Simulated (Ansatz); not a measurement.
Consider the redistribution: `FBC[SiH3]` + `[OH][GeH]1[CH2][SiH2]1` → `BC[SiH3]` + `[OH][Ge]1([F])[CH2][SiH2]1`.

Computed with Ansatz on PBE0-D4/def2-TZVP structures; ΔE is electronic, products minus reactants. CCSD(T)/CBS is the MP2 limit (def2-TZVPP, def2-QZVPP) plus CCSD(T) − MP2 in def2-TZVPP, frozen cores. Functionals use def2-TZVPP. For Ge outer-core shells are correlated without core-valence functions, which leaves a few kJ/mol of doubt a bond. Scalar relativity is left out up to krypton. Each species was taken in one conformer, which may not be the lowest.

```json
{"level": "r2SCAN", "ΔE (kJ/mol)": "91.5"}
{"level": "MP2/def2-QZVPP", "ΔE (kJ/mol)": "90.2"}
```

Question: What does CCSD(T)/CBS give? (Estimate.)

Answer: The calculation gave: +91.8 kJ/mol. The listed levels differ from it by -0.3, -1.6 kJ/mol.

Largest T1 diagnostic among the species: 0.013.

From PBE to PBE0 (25 % exact exchange), in def2-TZVPP and without D4, ΔE moves by +3.1 kJ/mol.
